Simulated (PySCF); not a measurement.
System: CH7FNSi2 (charge 0, doublet). It need not be the lowest isomer of its formula. 
Coordinates optimised at B3LYP-D3(BJ)/def2-TZVP (Ansatz):
```xyz
12

Si     0.7471     0.6045    -0.3982
C      1.6394    -1.0178    -0.4606
F      1.3215     1.4379     0.8556
N     -0.9527     0.3709    -0.2418
Si    -1.8688    -0.9513     0.4187
H      0.9919     1.4620    -1.5757
H      1.3002    -1.6218    -1.3039
H      2.7122    -0.8477    -0.5697
H      1.4836    -1.5934     0.4536
H     -1.5056     1.2015    -0.4183
H     -1.1343    -2.2106     0.1237
H     -3.2048    -0.9649    -0.2422
```
Charge 0, spin multiplicity 2.

Dispersion corrections to the total energy (kcal/mol) from the dftd3 and dftd4 libraries through PySCF: D3(BJ) without and D4 with the three-body term, each with the damping fitted for the functional named.

```
functional  D3(BJ)      D4
----------  ------  ------
LC-wPBE      -6.64   -7.55
TPSSh        -7.94       …
TPSS         -8.54   -9.10
B3LYP       -11.95  -10.90
BLYP        -14.49  -14.70
B2GP-PLYP        …   -2.89
B2PLYP           …   -4.73
```

Q: What belongs in the gaps?

A: 
- TPSSh, D4: -8.27
- B2GP-PLYP, D3(BJ): -5.18
- B2PLYP, D3(BJ): -5.81
